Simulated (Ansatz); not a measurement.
System: sum formula AlN2H4F (charge 0, singlet). 
Structure (B3LYP-D3(BJ)/def2-TZVP (Ansatz, a program for electronic structure) minimum search):
SMILES: [NH2][Al]([NH2])[F]
```xyz
8

N     -1.4664    -0.8877     0.3481
Al     0.0003     0.0264     0.0062
N      1.4466    -0.6761    -0.7139
F      0.0207     1.6396     0.3835
H     -1.6014    -1.8685     0.1655
H     -2.2946    -0.4889     0.7597
H      1.5571    -1.6390    -0.9860
H      2.2865    -0.1562    -0.9106
```

Parts of the frozen-core correlation energy in cc-pVTZ (Ansatz, hartree). Frozen orbitals: 8; correlated occupied orbitals by spin: 12 and 12; virtual: 160 and 160. No spin-orbit coupling. No relativistic terms.

| term | value |
|---|---|
| reference (HF) | -452.84383 |
| MP2 opposite-spin | ___ |
| MP2 same-spin | -0.18804 |
| CCSD correlation | ___ |
| (T) | ___ |
| T1 diagnostic | 0.010 |
| largest doubles amplitude | 0.027 |

Q: Complete the blanks.

A: 
- MP2 opposite-spin, value: -0.57383
- CCSD correlation, value: -0.77848
- (T), value: -0.02598
